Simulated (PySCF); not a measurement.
**Fractional electron number in Ni+ (nickel, charge +1)**

The 3d beta orbital of [Ar] 3d9 is emptied in steps (occupation f), with all orbitals relaxed, ending at [Ar] 3d8. Calculation: PySCF 2.14, in jorge-DZP-DKH (8s6p2d1f, 43 functions); scalar relativity by spin-free X2C-1e. The exact energy is a straight line in f; departures are measured from the line between the end points of the same method.

| f | BHandHLYP (eV) | r2SCAN0 (eV) |
| --- | --- | --- |
| 1 | 0.000 | 0.000 |
| 0.9 | -0.210 | -0.424 |
| 0.7 | -0.497 | -0.980 |
| 0.5 | -0.598 | -1.161 |
| 0.3 | -0.508 | -0.971 |
| 0.1 | -0.221 | -0.414 |
| 0 | 0.000 | 0.000 |

```csv
method,E(f=0) − E(f=1) (eV),−ε at f=1 (eV),−ε at f=0.5 (eV)
BHandHLYP,16.671,14.360,16.637
r2SCAN0,16.680,12.009,16.708
```

Orbital energy along the path (eV):

```csv
f,BHandHLYP,r2SCAN0
1,-14.360,-12.009
0.9,-14.786,-13.042
0.7,-15.697,-14.836
0.5,-16.637,-16.708
0.3,-17.608,-18.552
0.1,-18.616,-20.370
0,-19.143,-21.267
```

Reference removal energy between the ground levels: 18.169 eV (measured; NIST Atomic Spectra Database, ionization energies). The calculation has no spin-orbit coupling. The determinant left behind need not be the lowest term of the ion.
